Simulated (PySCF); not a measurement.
**Ionisation energy of Cu²⁺ by level of theory**

Cu²⁺ [Ar] 3d9 (2D) → Cu³⁺ [Ar] 3d8 (3F), as a difference of total energies. Computed with PySCF 2.14 in aug-cc-pwCVTZ-DK with one added diffuse shell each of s, p, d, f, g type (11s10p8d5f4g, 152 functions), with the spin-free X2C one-electron Hamiltonian (Gaussian nucleus). The calculations carry no spin-orbit coupling.

```csv
method,ionisation energy (eV)
UHF,34.005
PW91,37.474
M06-L,36.403
revPBE,37.201
```

The reference lies between the lowest fine-structure levels, while these numbers refer to the centres of the terms.

For comparison: 36.841 ± 0.012 eV (measured; NIST Atomic Spectra Database, ionization energies).
